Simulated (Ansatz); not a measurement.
Cartesian coordinates in Å:
```
I -0.503 -0.013 -2.704
C -0.255 -0.057 -0.688
C -0.730 -0.340 0.474
C 0.664 0.245 0.442
H -1.516 -0.714 1.105
H 0.818 1.281 0.747
H 1.522 -0.403 0.624
```

Total charge 0; spin multiplicity 1. I takes the def2 core potential.

(1) List the PBE/def2-TZVPP orbital energies in eV (Ansatz 0.2.0). (An estimate is asked.)

## Answers

(1) Ansatz gave: Occupied: -270.41, -269.64, -269.64, -180.23, -127.68, -127.35, -127.32, -49.78, -49.68, -49.66, -49.38, -49.38, -22.24, -18.19, -14.95, -13.52, -11.51, -11.10, -9.14, -7.61, -7.47, -6.40, -5.90. Lowest empty: -1.69, -1.27, 1.16, 1.42, 2.31, 2.41, 2.42, 3.11.
